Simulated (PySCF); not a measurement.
**Nuclear quadrupole coupling in `C=C/C(C)=N\[C@@H]([SiH3])CC`**

C₇H₁₅NSi.
Geometry (GFN2-xTB, Å), atoms numbered from 1 in this order:
```
atom  x, y, z in Å
C1     2.787    0.840   -1.853
C2     1.569    0.617   -1.370
C3     1.269   -0.104   -0.132
C4     2.426   -0.550    0.718
N5     0.112   -0.398    0.304
C6    -1.124   -0.109   -0.330
Si7   -1.514   -1.612   -1.465
C8    -2.194    0.066    0.751
C9    -1.934    1.312    1.591
H10    3.680    0.496   -1.360
H11    2.934    1.375   -2.777
H12    0.715    0.981   -1.926
H13    3.057   -1.245    0.167
H14    2.043   -1.044    1.606
H15    3.031    0.305    1.015
H16   -1.104    0.805   -0.947
H17   -0.469   -1.689   -2.489
H18   -1.522   -2.827   -0.657
H19   -2.822   -1.387   -2.086
H20   -2.181   -0.812    1.398
H21   -3.179    0.136    0.283
H22   -0.946    1.250    2.042
H23   -1.974    2.207    0.972
H24   -2.674    1.405    2.383
```

Field gradients from the PBE0/pcSseg-1 density (PySCF, non-relativistic), principal values in atomic units, ordered |Vxx| ≤ |Vyy| ≤ |Vzz|:

| atom | Vxx | Vyy | Vzz |
| --- | --- | --- | --- |
| N5 | 0.3850 | 0.7108 | -1.0959 |

Find the asymmetry η = (Vxx − Vyy)/Vzz and the couplings χ = eQV/h (234.96 MHz × Q in barn × V in au), with Q(14N) = 0.02044 b.

```
atom     environment  nucleus     η  χzz (MHz)  χxx (MHz)  χyy (MHz)
  N5  imine nitrogen      14N  0.30      -5.26       1.85       3.41
```

The tensor is traceless: Vxx + Vyy + Vzz = 0.

What is Vzz at N5 in SI units (1 au = 9.71736 × 10²¹ V/m²)?

-1.0959 au = -10.649 × 10²¹ V/m².

Were the hydrogens deuterons (Q(2H) = 0.00286 b), χzz would run from 109 kHz (H17 and H19) to 225 kHz (H10 and H11).

One conformer (not necessarily the lowest) at the GFN2-xTB geometry, without solvent, vibrations or thermal averaging. GFN2-xTB bond lengths can be off by several hundredths of an ångström, more for odd bonds, and the gradients follow them. These gradients aren't converged with respect to the basis.
